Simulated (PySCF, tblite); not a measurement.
C₇H₁₂Si₂.
Geometry (GFN2-xTB, Å), atoms numbered from 1 in this order:
```xyz
21
C7H12Si2 angstrom
C      3.0280   -1.8634   -1.0962
C      2.0843   -1.5058   -0.4527
C      0.9296   -1.0640    0.2982
C      0.0256   -0.1341   -0.5333
C      0.7594    1.1756   -0.8605
Si     0.2799    2.3939    0.5217
C     -1.2277    1.3447    0.9111
C     -1.2095    0.1637    0.2837
Si    -2.5691   -1.1347    0.4233
H      3.8600   -2.1846   -1.6481
H      0.3602   -1.9421    0.6176
H      1.2619   -0.5249    1.1907
H     -0.2477   -0.6655   -1.4526
H      1.8272    0.9943   -0.9696
H      0.4072    1.5536   -1.8214
H     -0.0241    3.7431    0.0390
H      1.2512    2.4642    1.6213
H     -2.0516    1.6253    1.5497
H     -2.1531   -2.2064    1.3368
H     -2.8179   -1.7113   -0.9010
H     -3.7827   -0.5047    0.9420
```

Theory: PBE0/pcSseg-1 in PySCF (dipole) on a GFN2-xTB geometry, gas phase.

Masses are those of the commonest isotopes; rigid-rotor values at the optimised geometry. The values belong to one conformer with, in the numbering `[CH:1]#[C:2][CH2:3][C@@H:4]1[CH2:5][SiH2:6][CH:7]=[C:8]1[SiH3:9]`, C2–C3–C4–C5 -65°, C3–C4–C5–Si6 -93°, C4–C5–Si6–C7 -20°, C5–Si6–C7–C8 11°, C3–C4–C8–C7 100°.

Give the principal moments of inertia and the rotational constants in MHz.

Ia = 392.32, Ib = 530.06, Ic = 851.68 u·Å²; 505379 MHz·u·Å²/I gives A = 1288, B = 953.4, C = 593.4 MHz.

What kind of rotor is it?

An asymmetric top: κ = (2 × 953.4 − 1288 − 593.4)/(1288 − 593.4) = 0.04.

Is it planar, by Δ = Ic − Ia − Ib?

Not planar: Δ = Ic − Ia − Ib = -70.70 u·Å². For a rigid frame Δ = −2 Σ m c², so Σ m c² = 35.35 u·Å² lies off the ab plane: 15.16 from hydrogen and 20.19 from heavier atoms. The atom farthest from that plane is 1.90 Å away.

Give the other two planar moments, Paa and Pbb, and the rms extents of the mass along the axes.

Paa = Σ m a² = (Ib + Ic − Ia)/2 = 494.71 and Pbb = Σ m b² = (Ia + Ic − Ib)/2 = 356.97 u·Å². With the mass M = 152.05 u, the rms extents √(P/M) along a, b and c are 1.80, 1.53, 0.48 Å.

List the rotational levels J(Ka,Kc) to J = 5 (cm⁻¹).

Above 0(0,0):
J = 1: 1(0,1) 0.0516, 1(1,1) 0.0628, 1(1,0) 0.0748
J = 2: 2(0,2) 0.1490, 2(1,2) 0.1539, 2(1,1) 0.1900, 2(2,1) 0.2235, 2(2,0) 0.2293
J = 3: 3(0,3) 0.2861, 3(1,3) 0.2877, 3(1,2) 0.3577, 3(2,2) 0.3783, 3(2,1) 0.4017, 3(3,1) 0.4672, 3(3,0) 0.4692
J = 4: 4(0,4) 0.4618, 4(1,4) 0.4622, 4(1,3) 0.5705, 4(2,3) 0.5799, 4(2,2) 0.6335, 4(3,2) 0.6814, 4(3,1) 0.6932, 4(4,1) 0.7955, 4(4,0) 0.7961
J = 5: 5(0,5) 0.6766, 5(1,5) 0.6767, 5(1,4) 0.8220, 5(2,4) 0.8252, 5(2,3) 0.9180, 5(3,3) 0.9468, 5(3,2) 0.9815, 5(4,2) 1.0661, 5(4,1) 1.0707, 5(5,1) 1.2092, 5(5,0) 1.2094
Those of J = 1 are B + C, A + C and A + B.

Predict some low-J microwave lines.

The dipole components are |μa| = 0.24 D, |μb| = 0.21 D, |μc| = 0.16 D. Intensities carry the squares of the components, which stand as 1.00 : 0.79 : 0.47 (a : b : c). Some lines, for components of 0.1 D or more:

```csv
type,branch,"J(Ka,Kc)",MHz,lower level (cm⁻¹)
c,Q,"1(1,1) ← 1(0,1)",335,0.052
a,Q,"1(1,0) ← 1(1,1)",360,0.063
b,Q,"1(1,0) ← 1(0,1)",695,0.052
a,Q,"2(1,1) ← 2(1,2)",1080,0.154
b,Q,"2(1,1) ← 2(0,2)",1229,0.149
a,R,"1(0,1) ← 0(0,0)",1547,0.000
b,R,"1(1,1) ← 0(0,0)",1882,0.000
b,Q,"2(2,1) ← 2(1,2)",2084,0.154
c,R,"1(1,0) ← 0(0,0)",2242,0.000
a,R,"2(1,2) ← 1(1,1)",2734,0.063
b,R,"2(1,2) ← 1(0,1)",3068,0.052
a,R,"2(1,1) ← 1(1,0)",3454,0.075
c,R,"2(1,1) ← 1(0,1)",4148,0.052
b,R,"2(2,1) ← 1(1,0)",4458,0.075
c,R,"2(2,0) ← 1(1,0)",4632,0.075
c,R,"2(2,1) ← 1(1,1)",4818,0.063
b,R,"2(2,0) ← 1(1,1)",4992,0.063
```

Estimate the classical rotational partition function at 50 K, 200 K and 500 K.

Point group C1, symmetry number σ = 1; q = (√π/σ)·√((kT/h)³/(ABC)), k/h = 20836.6 MHz/K: 69800 at 50 K, 559000 at 200 K, 2210000 at 500 K.

Its lowest GFN2-xTB frequency is 4i cm⁻¹, too small to tell a flat minimum from a shallow saddle. These are rigid-rotor constants of the computed structure; measured ground-state constants (B0) also hold zero-point vibration. A rigid rotor knows nothing of internal rotation, which can split or shift real lines.
